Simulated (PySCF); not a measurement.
A structure optimised at PBE-D3(BJ)/def2-SVP, used in a PySCF frequency run:

```
C
N 1 1.2834
H 1 1.1244 2 121.94
C 2 1.4430 1 119.27 3 0.00
H 4 1.1110 2 108.94 1 -122.56
H 4 1.1110 5 105.74 2 116.95
H 4 1.1176 5 109.23 6 117.44
Si 1 1.8766 3 122.05 2 179.96
F 8 1.6323 1 109.43 3 -58.41
F 8 1.6323 9 105.99 1 -117.91
H 8 1.4880 9 109.52 10 -118.08
```

### Question
Write its SMILES and formula.

### Answer
C/N=C/[SiH](F)F, C2H5F2NSi

### Question
What are its rotational constants (standard atomic weights)?

### Answer
6.1117, 1.3880, 1.2216 GHz
